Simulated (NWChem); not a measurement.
System: Si4H8O; SMILES [SiH3][SiH]1[SiH2]O[SiH2]1

```xyz
13

Si    -0.3962     2.5775     0.0000
Si     0.8110     0.5731     0.0000
Si    -0.0443    -1.1531     1.3749
O     -0.5370    -2.0156     0.0000
Si    -0.0443    -1.1531    -1.3749
H     -0.0797     3.3894    -1.2150
H     -1.8554     2.2528     0.0000
H     -0.0797     3.3894     1.2150
H      2.2928     0.7783     0.0000
H      0.9410    -1.9332     2.1815
H     -1.2157    -0.8202     2.2391
H      0.9410    -1.9332    -2.1815
H     -1.2157    -0.8202    -2.2391
```
Atoms are numbered in this order, from 1.

Program: NWChem. All runs use the structure optimised with PBE0/def2-SVP. Hybrids' shares of exact exchange are those that their runs print; pure functionals count as 0. The functionals differ in more than this share.

```
row               share of exact exchange  orbital gap (eV)
----------------  -----------------------  ----------------
PBE/def2-TZVP                        0.00              4.61
BLYP/def2-TZVP                       0.00              4.65
B3LYP/def2-TZVP                      0.20              6.09
PBE0/def2-TZVP                       0.25          withheld
PW6B95/def2-TZVP                     0.28              6.50
```

Problem. Fit a straight line of the last column on the one before it, predict the withheld value, and compare with the run.

Solution. 
1. Means of the 4 shown rows: x = 0.120, y = 5.463. Slope Σ(x − x̄)(y − ȳ)/Σ(x − x̄)² = 0.4160/0.06080 = 6.842; intercept 4.641.
2. The shown rows scatter about the line by 0.052 (root mean square); the largest residual is +0.08, at B3LYP/def2-TZVP.
3. At x = 0.25 (PBE0/def2-TZVP; inside the shown range) the line gives 6.35.
4. The run gives 6.43, +0.08 from the line, 1.5 times the scatter.
